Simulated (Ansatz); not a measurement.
Ansatz (a program for electronic structure) input (HF/6-31G*):

Ansatz 0.2 input:
```yaml
crystal:
  periodic: [false, false, false]
  atoms:
    - {symbol: B, position_ang: [-0.47039780, -0.30119086, -0.00971648]}
    - {symbol: O, position_ang: [-0.60620717, 1.03510806, 0.11581714]}
    - {symbol: O, position_ang: [0.68980651, -0.98158026, -0.11409032]}
    - {symbol: H, position_ang: [0.19629873, 1.54299559, 0.13185719]}
    - {symbol: H, position_ang: [1.48689552, -0.46526366, -0.09708933]}
basis:
  gaussian:
    orbitals: 6-31G*
hamiltonian:
  xc: {name: HF}
magnetization: {spin_polarized: true, initial_magnetization: 1}
phonons: {temperatures: {t_min: 298.15, t_max: 298.15, t_step: 100}}
```

Output:

```
Functional definition: HF
integrals: 0.01 GiB planned
503 factors; integrals over basis functions are off by at most 3.7e-4 eV
mean field: 0.10 GiB planned
mean field evaluation 1: about -4774.9552 eV, gradient 2.8e1 eV
mean field evaluation 2: about -4774.9910 eV, gradient 2.8e1 eV
mean field evaluation 4: about -4778.2439 eV, gradient 2.7e0 eV
mean field evaluation 8: about -4778.3419 eV, gradient 1.2e-1 eV
mean field -4778.34216316 eV, -175.6008356197 hartree, gradient 6.2e-5 eV, S^2 0.752926; 0 other end points of the search recorded, 0 dependent functions left out
the calculation of the forces begins
reference -4778.34216316 eV, -175.6008356197 hartree; 12, 11 occupied and 37, 38 virtual orbitals, 503 factors
these checks for a lower state are left out or cut short: stability, starts, cluster_reference, orbital_swaps, neighbouring_geometries, increment
integrals: 0.01 GiB planned
503 factors; integrals over basis functions are off by at most 3.7e-4 eV
mean field: 0.10 GiB planned
mean field evaluation 16: about -4778.3421 eV, gradient 8.3e-5 eV
mean field -4778.34205648 eV, -175.6008316990 hartree, gradient 2.7e-6 eV, S^2 0.752928; 0 other end points of the search recorded, 0 dependent functions left out
the calculation of the forces begins
reference -4778.34205648 eV, -175.6008316990 hartree; 12, 11 occupied and 37, 38 virtual orbitals, 503 factors
these checks for a lower state are left out or cut short: stability, starts, cluster_reference, orbital_swaps, neighbouring_geometries, increment
integrals: 0.01 GiB planned
503 factors; integrals over basis functions are off by at most 3.7e-4 eV
mean field: 0.10 GiB planned
mean field -4778.34205429 eV, -175.6008316184 hartree, gradient 2.5e-6 eV, S^2 0.752924; 0 other end points of the search recorded, 0 dependent functions left out
the calculation of the forces begins
reference -4778.34205429 eV, -175.6008316184 hartree; 12, 11 occupied and 37, 38 virtual orbitals, 503 factors
these checks for a lower state are left out or cut short: stability, starts, cluster_reference, orbital_swaps, neighbouring_geometries, increment
integrals: 0.01 GiB planned
503 factors; integrals over basis functions are off by at most 3.7e-4 eV
mean field: 0.10 GiB planned
mean field evaluation 32: about -4778.3420 eV, gradient 3.4e-6 eV
mean field -4778.34196846 eV, -175.6008284643 hartree, gradient 3.4e-6 eV, S^2 0.752914; 0 other end points of the search recorded, 0 dependent functions left out
the calculation of the forces begins
reference -4778.34196846 eV, -175.6008284643 hartree; 12, 11 occupied and 37, 38 virtual orbitals, 503 factors
these checks for a lower state are left out or cut short: stability, starts, cluster_reference, orbital_swaps, neighbouring_geometries, increment
integrals: 0.01 GiB planned
503 factors; integrals over basis functions are off by at most 3.7e-4 eV
mean field: 0.10 GiB planned
mean field -4778.34197736 eV, -175.6008287915 hartree, gradient 2.5e-6 eV, S^2 0.752937; 0 other end points of the search recorded, 0 dependent functions left out
the calculation of the forces begins
reference -4778.34197736 eV, -175.6008287915 hartree; 12, 11 occupied and 37, 38 virtual orbitals, 503 factors
these checks for a lower state are left out or cut short: stability, starts, cluster_reference, orbital_swaps, neighbouring_geometries, increment
integrals: 0.01 GiB planned
503 factors; integrals over basis functions are off by at most 3.7e-4 eV
mean field: 0.10 GiB planned
mean field -4778.34208186 eV, -175.6008326316 hartree, gradient 2.1e-6 eV, S^2 0.752919; 0 other end points of the search recorded, 0 dependent functions left out
the calculation of the forces begins
reference -4778.34208186 eV, -175.6008326316 hartree; 12, 11 occupied and 37, 38 virtual orbitals, 503 factors
these checks for a lower state are left out or cut short: stability, starts, cluster_reference, orbital_swaps, neighbouring_geometries, increment
integrals: 0.01 GiB planned
503 factors; integrals over basis functions are off by at most 3.7e-4 eV
mean field: 0.10 GiB planned
mean field -4778.34208366 eV, -175.6008326980 hartree, gradient 1.3e-6 eV, S^2 0.752933; 0 other end points of the search recorded, 0 dependent functions left out
the calculation of the forces begins
reference -4778.34208366 eV, -175.6008326980 hartree; 12, 11 occupied and 37, 38 virtual orbitals, 503 factors
these checks for a lower state are left out or cut short: stability, starts, cluster_reference, orbital_swaps, neighbouring_geometries, increment
integrals: 0.01 GiB planned
503 factors; integrals over basis functions are off by at most 3.7e-4 eV
mean field: 0.10 GiB planned
mean field -4778.34210241 eV, -175.6008333870 hartree, gradient 2.2e-6 eV, S^2 0.752933; 0 other end points of the search recorded, 0 dependent functions left out
the calculation of the forces begins
reference -4778.34210241 eV, -175.6008333870 hartree; 12, 11 occupied and 37, 38 virtual orbitals, 503 factors
these checks for a lower state are left out or cut short: stability, starts, cluster_reference, orbital_swaps, neighbouring_geometries, increment
integrals: 0.01 GiB planned
503 factors; integrals over basis functions are off by at most 3.7e-4 eV
mean field: 0.10 GiB planned
mean field evaluation 64: about -4778.3421 eV, gradient 2.3e-6 eV
mean field -4778.34209917 eV, -175.6008332679 hartree, gradient 2.3e-6 eV, S^2 0.752918; 0 other end points of the search recorded, 0 dependent functions left out
the calculation of the forces begins
reference -4778.34209917 eV, -175.6008332679 hartree; 12, 11 occupied and 37, 38 virtual orbitals, 503 factors
these checks for a lower state are left out or cut short: stability, starts, cluster_reference, orbital_swaps, neighbouring_geometries, increment
integrals: 0.01 GiB planned
503 factors; integrals over basis functions are off by at most 3.7e-4 eV
mean field: 0.10 GiB planned
mean field -4778.34209953 eV, -175.6008332811 hartree, gradient 2.4e-6 eV, S^2 0.752933; 0 other end points of the search recorded, 0 dependent functions left out
the calculation of the forces begins
reference -4778.34209953 eV, -175.6008332811 hartree; 12, 11 occupied and 37, 38 virtual orbitals, 503 factors
these checks for a lower state are left out or cut short: stability, starts, cluster_reference, orbital_swaps, neighbouring_geometries, increment
integrals: 0.01 GiB planned
503 factors; integrals over basis functions are off by at most 3.7e-4 eV
mean field: 0.10 GiB planned
mean field -4778.34209652 eV, -175.6008331704 hartree, gradient 2.6e-6 eV, S^2 0.752918; 0 other end points of the search recorded, 0 dependent functions left out
the calculation of the forces begins
reference -4778.34209652 eV, -175.6008331704 hartree; 12, 11 occupied and 37, 38 virtual orbitals, 503 factors
Total energy: -4778.34216316 eV, -175.6008356197 hartree
Atom 0 at    -0.470398    -0.301191    -0.009716 Å, force     0.000808     0.000517     0.000017 eV/Å
Atom 1 at    -0.606207     1.035108     0.115817 Å, force    -0.000495    -0.002041    -0.000166 eV/Å
Atom 2 at     0.689807    -0.981580    -0.114090 Å, force    -0.002065     0.000401     0.000113 eV/Å
Atom 3 at     0.196299     1.542996     0.131857 Å, force     0.000823     0.000644     0.000028 eV/Å
Atom 4 at     1.486896    -0.465264    -0.097089 Å, force     0.000929     0.000479     0.000009 eV/Å
Dipole moment:     0.564358     0.361352     0.011657 e Å
Vibrations: 393.51 516.17 612.46 968.76 1079.17 1298.91 1499.32 4052.09 4053.46 cm⁻¹, zero-point energy 0.897265 eV
```

The blocks after the first are displaced geometries, from whose forces the wavenumbers follow.
